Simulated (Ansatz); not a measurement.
FeCl4, SMILES [Cl][Fe-]([Cl])([Cl])[Cl] (connectivity only; charge and spin as stated), charge -1, multiplicity 6.

Coordinates come from a B3LYP-D3(BJ)/def2-SVPD optimisation. The spin state was assumed, not searched. The isomer is the one that the SMILES or the coordinates give; other isomers of the formula were not compared.

Two levels are set side by side: PBE/def2-SVPD (Ansatz, an electronic-structure program) and PBE0/def2-SVPD (Ansatz). Energy differences of separate SCF runs at the same geometry; the states with an electron removed or added have multiplicity 7. Differences are taken from unrounded values.

```csv
quantity,PBE0
vertical ionisation energy (eV),6.25
```

Problem. What does PBE give, and how far is it from PBE0? (An estimate is asked for; the answer gives what the named calculation found.)

Solution. 
| quantity | PBE | PBE minus PBE0 |
|---|---|---|
| vertical ionisation energy (eV) | 5.69 | -0.57 |
